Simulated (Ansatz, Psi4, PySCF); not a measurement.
C2H6N (SMILES C[CH]N), doublet, at a GFN2-xTB geometry. Base run: CCSD(T)/6-31G* in PySCF.

The PySCF input:
```python
from pyscf import gto, scf, cc

mol = gto.Mole()
mol.atom = '''
    C     1.23129600   -0.25669769   -0.09655273
    C    -0.05799116    0.17393746    0.49940779
    N    -1.20100732    0.14966202   -0.31016964
    H     1.64723200    0.48863493   -0.78864494
    H     1.96813276   -0.42204686    0.68733552
    H     1.10338449   -1.18365188   -0.65721155
    H    -0.05524989    0.94758192    1.24931036
    H    -2.06668125    0.26362547    0.19896649
    H    -1.22959588   -0.64521633   -0.93569883
'''
mol.basis = '6-31g*'
mol.spin = 1
mol.verbose = 4
mol.build()

mf = scf.UHF(mol)
mf.kernel()

mycc = cc.CCSD(mf)
mycc.kernel()
et = mycc.ccsd_t()
print('E(CCSD(T)) = %.10f' % (mycc.e_tot + et))
```

The same geometry, method and basis name were run in Ansatz (a first-principles code) and Psi4 and PySCF, at each program's defaults and at the settings that a row names. The base is PySCF at its defaults. Differences at the defaults can come from grids, fitting, cores and function types together.

```json
[
 {"code and settings": "PySCF, defaults (exact integrals, spherical functions, all electrons correlated)", "ΔE vs base (mEh)": "0.000", "basis functions": "54", "E (Eh)": "-134.08199", "SCF cycles": "12"},
 {"code and settings": "Psi4, defaults (exact integrals, Cartesian functions, all electrons correlated)", "ΔE vs base (mEh)": "-10.690", "basis functions": "57", "E (Eh)": "-134.09268", "SCF cycles": "15"},
 {"code and settings": "Ansatz, defaults (factorised integrals, Cartesian functions, frozen core)", "ΔE vs base (mEh)": "1.790", "basis functions": "57", "E (Eh)": "-134.08020", "SCF cycles": "-"},
 {"code and settings": "PySCF, frozen core", "ΔE vs base (mEh)": "6.372", "basis functions": "54", "E (Eh)": "-134.07562", "SCF cycles": "12"},
 {"code and settings": "Psi4, exact integrals, spherical functions, frozen core", "ΔE vs base (mEh)": "6.372", "basis functions": "54", "E (Eh)": "-134.07562", "SCF cycles": "15"},
 {"code and settings": "Ansatz, high accuracy, frozen core, Cartesian functions as the basis file defines them", "ΔE vs base (mEh)": "1.787", "basis functions": "57", "E (Eh)": "-134.08020", "SCF cycles": "-"}
]
```

Open shells are given as the SCF converged; they aren't shown to be the lowest states, and a large step between rows can be another state.
